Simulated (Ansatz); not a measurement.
System: sum formula HSiOCl₂ (charge 0, doublet). It need not be the lowest isomer of its formula. SMILES: [O][SiH](Cl)Cl
Geometry: optimised at B3LYP-D3(BJ)/def2-TZVP (Ansatz, a program for electronic structure).

Property: atomisation energy (electronic, to ground-state atoms), in kJ/mol. Valence correlation only, unless marked. Open shells are spin-unrestricted. Spin-orbit coupling is left out. No relativistic terms. The coupled-cluster limit lacks core correlation, which all-electron functionals hold. CBS marks a two-point X^-3 extrapolation of the correlation energy; Hartree-Fock from the larger set (for Q and 5 zeta extrapolated as (X+1)exp(-9√X)).

```json
[
 {"level": "HF/STO-3G", "program": "Ansatz", "atomisation energy (kJ/mol)": "1214.5"},
 {"level": "HF/6-31G*", "program": "Ansatz", "atomisation energy (kJ/mol)": "1063.1"},
 {"level": "HF/def2-TZVPP", "program": "Ansatz", "atomisation energy (kJ/mol)": "1125.3"},
 {"level": "SVWN5/def2-TZVPD", "program": "Ansatz", "atomisation energy (kJ/mol)": "1792.6"}
]
```

Problem. Estimate the value at CCSD(T)/CBS(cc-pV(Q+d)Z,cc-pV(5+d)Z) as computed with Ansatz.

Solution. 1560.3 kJ/mol, so SVWN5/def2-TZVPD differs from it by 232.3 kJ/mol.
